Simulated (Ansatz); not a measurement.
Molecule: furan-3-ylsilane, C$_{4}$H$_{6}$OSi (charge 0, singlet). 
Structure (B3LYP-D3(BJ)/def2-TZVP (Ansatz, a quantum-chemistry and plane-wave program) minimum search):
```xyz
12

Si     2.0658     0.1328     0.1515
C      0.2200     0.0320     0.0262
C     -0.7780     0.9562     0.5119
C     -1.9845     0.4444     0.1778
O     -1.8291    -0.7375    -0.4846
C     -0.4924    -0.9667    -0.5648
H      2.6520    -1.0607    -0.5016
H      2.5757     1.3540    -0.5162
H      2.4986     0.1753     1.5685
H     -0.6037     1.8788     1.0399
H     -2.9982     0.7719     0.3256
H     -0.2028    -1.8735    -1.0668
```
Charge 0, spin multiplicity 1.

Dipole moments at this geometry, in debye (magnitudes).

```json
[
 {"level": "r2SCAN/def2-TZVPD", "program": "Ansatz", "dipole (D)": "0.53"},
 {"level": "B97M-V/def2-TZVPD", "program": "Ansatz", "dipole (D)": "0.67"},
 {"level": "PBE0/def2-TZVPD", "program": "Ansatz", "dipole (D)": "0.50"},
 {"level": "HSE06/def2-TZVPD", "program": "Ansatz", "dipole (D)": "0.50"},
 {"level": "wB97X-V/def2-TZVPD", "program": "Ansatz", "dipole (D)": "0.48"},
 {"level": "CCSD(T)/aug-cc-pV(D+d)Z", "program": "Ansatz", "dipole (D)": "___"}
]
```

Task: Complete the blanks.

Result: 
- CCSD(T)/aug-cc-pV(D+d)Z, dipole (D): 0.49
